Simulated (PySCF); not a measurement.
Orbital picture of LiCa⁺

PW91 at R = 3.290 Å; Li def2-SVPD, Ca def2-SVPD; no relativity (PySCF 2.14). State: ¹Σ⁺ (singlet), closed shell. Only the outer orbitals are listed, counted within each symmetry.

```json
{"orbital": "4σ", "occ.": "2", "ε (eV)": "-56.77", "on Li (%)": "100", "main shells (%)": "100 Li s"}
{"orbital": "5σ", "occ.": "2", "ε (eV)": "-51.69", "on Li (%)": "0", "main shells (%)": "100 Ca s"}
{"orbital": "2π", "occ.": "2", "ε (eV)": "-33.12", "on Li (%)": "0", "main shells (%)": "100 Ca p"}
{"orbital": "2π", "occ.": "2", "ε (eV)": "-33.12", "on Li (%)": "0", "main shells (%)": "100 Ca p"}
{"orbital": "6σ", "occ.": "2", "ε (eV)": "-33.01", "on Li (%)": "0", "main shells (%)": "100 Ca p"}
{"orbital": "7σ", "occ.": "2", "ε (eV)": "-8.33", "on Li (%)": "13", "main shells (%)": "78 Ca s, 10 Li s"}
{"orbital": "8σ", "occ.": "0", "ε (eV)": "-6.61", "on Li (%)": "17", "main shells (%)": "49 Ca d, 19 Ca s, 15 Li s"}
{"orbital": "3π", "occ.": "0", "ε (eV)": "-6.40", "on Li (%)": "6", "main shells (%)": "92 Ca d"}
{"orbital": "3π", "occ.": "0", "ε (eV)": "-6.40", "on Li (%)": "6", "main shells (%)": "92 Ca d"}
```

**Question.** Which are the highest filled and the lowest empty level, where do they sit, and how wide is the gap?

**Answer.** Highest filled 7σ at -8.33 eV (in %: 78 Ca s, 10 Li s); lowest empty 8σ at -6.61 eV (in %: 49 Ca d, 19 Ca s, 15 Li s); the gap at PW91 is 1.72 eV.

| Property | Result |
| --- | --- |
| bond order (Mayer) | 0.46 |
| ⟨S²⟩ | 0.000 |
| charge on Li (Mulliken, basis-dependent) | 0.74 |
| charge on Li (Löwdin, basis-dependent) | 0.30 |
| dipole moment (positive dipole points towards Ca; it is taken about the centre of mass and depends on that origin) | -4.34 D |

Closed-shell solutions of metal pairs were not tested for spin polarisation, which can lower them a little.
